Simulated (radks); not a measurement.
The table gives one normalised radial function P(r) = r R(r) of Cl in [Ne] 3s2 3p4 6d1 (r in bohr). Calculated with a radial shooting solver on a logarithmic mesh with Libxc functionals: non-relativistic Kohn-Sham, PBEsol, spin-polarised, spherical densities, point nucleus; open shells are filled with parallel spins first.

r,P
0.004135,0.0000
0.004853,0.0000
0.00574,0.0000
0.006791,0.0000
0.008033,0.0000
0.009427,0.0000
0.01115,0.0000
0.01319,0.0000
0.0156,0.0000
0.01846,0.0000
0.02166,0.0000
0.02562,0.0000
0.03031,0.0000
0.03586,0.0001
0.04208,0.0001
0.04978,0.0001
0.05888,0.0002
0.06965,0.0004
0.0824,0.0006
0.09669,0.0008
0.1144,0.0013
0.1353,0.0019
0.1601,0.0029
0.1878,0.0041
0.2222,0.0059
0.2628,0.0084
0.3109,0.0116
0.3678,0.0157
0.4316,0.0206
0.5106,0.0267
0.604,0.0338
0.7145,0.0417
0.8384,0.0498
0.9918,0.0583
1.173,0.0659
1.388,0.0715
1.642,0.0740
1.927,0.0723
2.279,0.0654
2.696,0.0524
3.189,0.0329
3.743,0.0085
4.427,-0.0224
5.237,-0.0560
6.195,-0.0898
7.329,-0.1138
8.6,-0.1144
10.17,-0.0828
12.03,-0.0222
14.24,0.0562
16.71,0.1283
19.76,0.1523
23.38,0.0891
27.65,-0.0168
32.71,-0.1426
38.39,-0.2329
45.41,-0.1824
53.72,-0.0731
63.55,-0.0181
74.57,-0.0030
88.22,-0.0003
104.4,0.0000

Which n and l does it have? It may be an empty orbital.

Answer. n = 6, l = 2: the number of nodes gives n - l - 1 = 3, the rise at small r (about r^(l+1)) gives l, and the extent must fit the shell. The curve is that of 6d up; the table hardly tells the two spins apart. 6d up: eigenvalue -0.392 eV, 3 radial nodes at r = 3.93, 12.6, 27.0 bohr, <r> = 35.2 bohr, 90 % of the charge inside 47.3 bohr.
